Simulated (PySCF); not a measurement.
First SCF of a structure search on singlet Ru(OH)₂, at a hand-made bent (heavy-atom frame) geometry. PySCF input:

```python
from pyscf import gto, scf, dft
mol = gto.M(atom='''
Ru     0.000000     0.000000     0.000000
O      1.540000     0.000000     1.078300
O     -1.540000     0.000000     1.078300
H      2.045500    -0.735400     1.432300
H     -2.045500     0.735400     1.432300''',
    basis={'Ru': 'def2-TZVP', 'O': 'def2-TZVP', 'H': 'def2-TZVP'},
    ecp={'Ru': 'def2-TZVP'},
    charge=0, spin=0)
mf = dft.RKS(mol, xc='PBE0')
mf.grids.atom_grid = (50, 194)
aux = {'Ru': 'def2-universal-JKFIT', 'O': 'def2-universal-JKFIT', 'H': 'def2-universal-JKFIT'}
mf = mf.density_fit(auxbasis=aux)
mf.conv_tol = 1e-08
mf.diis_space = 10
mf.max_cycle = 60
mf.init_guess = 'minao'
mf.verbose = 4
mf.kernel()
```

Excerpt of the output (cycles and frontier levels):

```
init E= -238.540001837966
  HOMO = -0.611881731784704  LUMO = -0.573974362336415  gap/eV = 1.03151
cycle= 1 E= -245.928373223195  delta_E= -7.39  |g|= 1.42  |ddm|= 4.14
  HOMO = 0.0570881385344664  LUMO = 0.072294811879122  gap/eV = 0.41379
cycle= 2 E= -239.618202218319  delta_E= 6.31  |g|= 3.89  |ddm|= 6.72
  HOMO = -0.308147265138011  LUMO = -0.246481018956139  gap/eV = 1.67802
cycle= 3 E= -245.639625984096  delta_E= -6.02  |g|= 1.88  |ddm|= 6.68
  HOMO = -0.316458483993441  LUMO = -0.242816820324915  gap/eV = 2.00389
cycle= 4 E= -246.229403140268  delta_E= -0.59  |g|= 0.706  |ddm|= 0.589
  HOMO = -0.18040362553896  LUMO = -0.105655878724825  gap/eV = 2.03399
cycle= 5 E= -246.350830026044  delta_E= -0.121  |g|= 0.0763  |ddm|= 0.586
  HOMO = -0.189583760251457  LUMO = -0.109714985760096  gap/eV = 2.17334
cycle= 6 E= -246.352528560116  delta_E= -0.0017  |g|= 0.0345  |ddm|= 0.106
  HOMO = -0.193369428338141  LUMO = -0.112804404993607  gap/eV = 2.19229
... 14 lines left out ...
cycle= 14 E= -246.353872468801  delta_E= -5.26e-07  |g|= 0.000137  |ddm|= 0.00509
  HOMO = -0.196585816209727  LUMO = -0.115050585753114  gap/eV = 2.21869
cycle= 15 E= -246.353872513405  delta_E= -4.46e-08  |g|= 5.58e-05  |ddm|= 0.00104
  HOMO = -0.196602909946308  LUMO = -0.115027593198633  gap/eV = 2.21978
cycle= 16 E= -246.353872527421  delta_E= -1.4e-08  |g|= 3.88e-05  |ddm|= 0.000579
  HOMO = -0.196606445917927  LUMO = -0.115039072069944  gap/eV = 2.21956
cycle= 17 E= -246.353872528008  delta_E= -5.87e-10  |g|= 1.86e-05  |ddm|= 0.000234
  HOMO = -0.196602233893963  LUMO = -0.115030760781554  gap/eV = 2.21967
Extra cycle  E= -246.353872527863  delta_E= 1.45e-10  |g|= 4.77e-05  |ddm|= 6.19e-05
converged SCF energy = -246.353872527863
```

No lower solution of this spin was found from smeared starts or by a stability analysis within the restricted form, which does not test spin polarisation.

At the minimum of this search the closed-shell solution is unstable towards spin polarisation, so a lower open-shell solution exists.

The search for the lowest solution, 3 starts and the stability check together, took 7.8 s on 4 threads of a shared Arm Neoverse V2 host, with 114 basis functions; the process peaked at 0.58 GiB.
